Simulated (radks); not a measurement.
Values are calculated unless marked as measured or tabulated.
Question: The sulfur anion S2-, [Ar], held by a Watson sphere: a shell of charge +2 at radius R that stands for the Madelung well of a crystal (potential energy -2/R inside, -2/r outside, in hartree with lengths in bohr). Level of theory: non-relativistic Kohn-Sham, LDA (Slater exchange, Perdew-Wang correlation), spin-polarised, spherical densities, point nucleus (a radial shooting solver on a logarithmic mesh with Libxc functionals). Response by self-consistent Sternheimer equations with the Hartree and adiabatic LDA kernel. The sphere does not respond.

R (bohr)  e(2p) (eV)  e(3s) (eV)  e(3p) (eV)  <r> 3p (bohr)  sum of <r^2> (bohr^2)  X-ray form factor at sin(theta)/lambda = 0.3 1/angstrom  alpha (bohr^3)
1.85         -153.57     -18.865      -8.838          2.025                  38.06                                                    9.038           21.49
2.96         -152.94     -15.753      -6.551          2.306                  48.30                                                    8.955           40.98
3.36         -152.62     -14.909      -5.787          2.390                  51.73                                                    8.969           51.81
3.43         -152.56     -14.775      -5.661          2.403                  52.32                                                    8.972           53.95
4.1          -151.95     -13.674      -4.580          2.523                  57.77                                                    8.990           78.85
4.33         -151.74     -13.360      -4.259          2.560                  59.60                                                    8.994           89.52

Estimate the row for R = 3.74 bohr.

Answer: e(2p) (eV) -152.28; e(3s) (eV) -14.228; e(3p) (eV) -5.133; <r> 3p (bohr) 2.461; sum of <r^2> (bohr^2) 54.87; X-ray form factor at sin(theta)/lambda = 0.3 1/angstrom 8.981; alpha (bohr^3) 64.43.
